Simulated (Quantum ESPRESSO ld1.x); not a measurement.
The numbers below are computed, except where a source is named.
Task: Tc7+, configuration [Kr]. Code: ld1.x of Quantum ESPRESSO 7.5. Model: Dirac Kohn-Sham, revPBE, spin-unpolarised, spherical densities, point nucleus. Some entries of the table are withheld. Estimate them.

| orbital | occ. | eigenvalue (eV) | <1/r> (bohr^-1) | <r> (bohr) |
|---|---|---|---|---|
| 1s1/2 | 2 | -20966.4 | 44.71 | 0.03428 |
| 2s1/2 | 2 | (1) | 10.20 | 0.1492 |
| 2p1/2 | 2 | -2851.53 | 10.18 | 0.1271 |
| 2p3/2 | 4 | -2733.30 | 9.668 | 0.1318 |
| 3s1/2 | 2 | -624.486 | 3.514 | 0.4145 |
| 3p1/2 | 2 | -535.377 | 3.414 | 0.4082 |
| 3p3/2 | 4 | -515.524 | 3.291 | 0.4187 |
| 3d3/2 | 4 | (2) | 3.111 | 0.3954 |
| 3d5/2 | 6 | (3) | 3.079 | 0.3988 |
| 4s1/2 | 2 | -172.152 | 1.358 | 1.012 |
| 4p1/2 | 2 | -144.562 | 1.262 | 1.073 |
| 4p3/2 | 4 | -141.101 | 1.230 | 1.095 |

Result: 
(1) 2s1/2 eigenvalue (eV): -3083.66
(2) 3d3/2 eigenvalue (eV): -358.274
(3) 3d5/2 eigenvalue (eV): -354.445
